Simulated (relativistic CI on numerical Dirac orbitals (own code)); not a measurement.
# Line list: Electric-dipole lines, Mn3+

Calculated at this level of theory: Dirac-Coulomb-Breit CI, separate exchange-only KLI orbitals for each configuration, QED by a radiative potential, valence Slater integrals scaled by 0.85, P86 correlation energy added to each configuration (own radial code, finite nucleus).

CI space (outside the closed core [Ne] 3s2): 3p⁶3d⁴, 3p⁶3d³4s, 3p⁶3d³4p, 3p⁶3d³4d, 3p⁵3d⁵, 3p⁶3d³5s, 3p⁶3d³5p, 3p⁶3d³4f, 3p⁶3d³5d, 3p⁶3d²4s4p, 3p⁶3d³5f, 3p⁶3d³5g, 3p⁶3d²4s², 3p⁶3d4s²4p, 3p⁶3d4s²4d, 3p⁶3d4s²5s, 3p⁶3d4s²5p, 3p⁶3d²4p², 3p⁶3d4s4p², 3p⁶3d4p³, 3p⁶3d4p²4d, 3p⁶3d4p²5s, 3p⁶3d4p²5p, 3p⁶3d²4s4d, 3p⁶3d4s4p4d, 3p⁶3d4s4d², 3p⁶3d4s4d5s, 3p⁶3d4s4d5p. Double excitations out of closed p, d and f shells are left out; levels of such configurations are missing from the list, as are those of other unlisted configurations, and high levels can miss mixing partners.

| λ vac (nm) | Lower | Upper | A (s⁻¹) | log gf | S velocity/length |
| --- | --- | --- | --- | --- | --- |
| 57.630 | 3p⁶3d⁴ ³H4 [6] | 3p⁶3d³4p ³H°4 [126] | 1.77e+09 | -0.10 | 0.93 |
| 57.661 | 3p⁶3d⁴ ³H6 [8] | 3p⁶3d³4p ³H°6 [127] | 2.13e+09 | 0.14 | 0.93 |
| 57.689 | 3p⁶3d⁴ ³H5 [7] | 3p⁶3d³4p ³H°5 [125] | 2.09e+09 | 0.06 | 0.93 |
| 58.145 | 3p⁶3d⁴ ⁵D4 [5] | 3p⁶3d³4p ⁵D°4 [80] | 2.02e+09 | -0.03 | 0.94 |
| 58.862 | 3p⁶3d⁴ ³H6 [8] | 3p⁶3d³4p ³G°5 [113] | 1.82e+09 | 0.02 | 0.85 |
| 58.899 | 3p⁶3d⁴ ³H5 [7] | 3p⁶3d³4p ³G°4 [112] | 1.77e+09 | -0.08 | 0.85 |
| 59.509 | 3p⁶3d⁴ ¹I6 [18] | 3p⁶3d³4p ¹H°5 [144] | 4.70e+09 | 0.44 | 0.83 |
| 63.658 | 3p⁶3d⁴ ³H6 [8] | 3p⁶3d³4p ³G°5 [92] | 1.29e+09 | -0.06 | 0.79 |
| 127.70 | 3p⁶3d³4p ⁵G°3 [70] | 3p⁶3d³4d ⁵H4 [184] | 2.42e+09 | 0.73 | 0.98 |
| 128.01 | 3p⁶3d³4p ⁵G°4 [71] | 3p⁶3d³4d ⁵H5 [186] | 2.46e+09 | 0.82 | 0.98 |
| 128.41 | 3p⁶3d³4p ⁵G°5 [72] | 3p⁶3d³4d ⁵H6 [188] | 2.56e+09 | 0.92 | 0.98 |
| 128.92 | 3p⁶3d³4p ⁵G°6 [73] | 3p⁶3d³4d ⁵H7 [191] | 2.71e+09 | 1.00 | 0.98 |
| 168.33 | 3p⁶3d³4s ⁵F5 [39] | 3p⁶3d³4p ⁵F°5 [85] | 6.54e+08 | 0.49 | 0.91 |
| 171.15 | 3p⁶3d³4s ⁵F5 [39] | 3p⁶3d³4p ⁵D°4 [80] | 7.36e+08 | 0.46 | 0.86 |
| 171.85 | 3p⁶3d³4s ³H6 [57] | 3p⁶3d³4p ³I°7 [134] | 7.37e+08 | 0.69 | 1.01 |
| 173.23 | 3p⁶3d³4s ³H5 [54] | 3p⁶3d³4p ³I°6 [133] | 7.07e+08 | 0.62 | 1.01 |
| 173.70 | 3p⁶3d³4s ¹H5 [62] | 3p⁶3d³4p ¹I°6 [147] | 7.13e+08 | 0.62 | 1.00 |
| 176.00 | 3p⁶3d³4s ⁵F5 [39] | 3p⁶3d³4p ⁵G°6 [73] | 7.01e+08 | 0.63 | 0.98 |
| 176.89 | 3p⁶3d³4s ⁵F4 [38] | 3p⁶3d³4p ⁵G°5 [72] | 5.94e+08 | 0.49 | 0.98 |
| 179.84 | 3p⁶3d³4s ³F4 [42] | 3p⁶3d³4p ³G°5 [92] | 6.10e+08 | 0.51 | 0.97 |

Terms are leading LS components. Brackets give the number of a level in order of energy, since labels repeat. The list gives strong lines, with weight on those to low levels, among the lowest 200 of 3038 levels, so that lines to higher ones, which can be the strongest, are missing, and without lines across small gaps between configurations, and without 21 lines that miss the measured interval by over 3.5 %, start from a term whose rates miss tabulated ones by over 60 %, have gauges far apart or, lacking measured levels, span too small a gap for the errors found; lines with a level outside our table were not tested and can miss by more. Levels whose partners in the same complex of configurations lie outside the list can be far off, and so can their lines. Rates are taken at the computed energies, electric ones in the length gauge. A velocity-to-length ratio far from 1 marks an uncertain rate.

For a near-neutral ion this model can misplace configurations by up to about 10,000 cm⁻¹ (more where the count of f electrons changes) and terms by 10 to 25 % of their spread. Rates follow the energies as ν³ (E1, M1) or ν⁵ (E2), so they and the lifetimes can be off by large factors. The fine structure of a lone outer electron comes out too small, for d and f at times inverted, and misplaced configurations move strength between like terms. 64 of the 66 excited levels that our extract of the measured tables holds in this range could be paired (the sources list more); they are missed by 987 cm⁻¹ on average and 1841 at most, and levels without a partner can miss by more.
